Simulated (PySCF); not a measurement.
# Excitation energy of Nb by level of theory

Nb [Kr] 4d4 5s1 (6D) → Nb [Kr] 4d3 5s1 6s1 (6F), as a difference of total energies. All numbers are calculated (PySCF 2.14, a scalar-relativistic core potential, in aug-cc-pVTZ-PP with ECP28MDF (6s6p5d3f2g, 88 functions)). Correlated levels: valence: 4s2 4p6 frozen. The calculations carry no spin-orbit coupling.

```
           method  excitation energy (eV)
              UHF                   3.878
              LDA                   5.185
              PBE                   4.939
             PBE0                   4.806
           r2SCAN                   4.872
            B3LYP                   4.749
            HSE06                   4.799
          r2SCANh                   4.841
    MP2 (valence)                   4.452
SCS-MP2 (valence)                   4.070
```

How much does correlation contribute at MP2 (valence)?

4.452 − (3.878) = 0.574 eV, measured against UHF.

The promoted electron is Rydberg-like, and one or two diffuse shells describe it only roughly, which tends to raise the upper state.
